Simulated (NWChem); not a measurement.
# GeIF$_{3}$; SMILES [F][Ge]([I])([F])[F]

def2 effective core potentials on I; no spin-orbit coupling.

Task: Give the equilibrium geometry at PBE0/def2-SVP with def2 effective core potentials on I (NWChem) as a Z-matrix, with the point group.

Result: point group C3v; any orientation.
```
Ge
F 1 1.7111
F 1 1.7111 2 106.44
F 1 1.7111 2 106.44 3 -113.24
I 1 2.4477 2 112.36 3 123.38
```
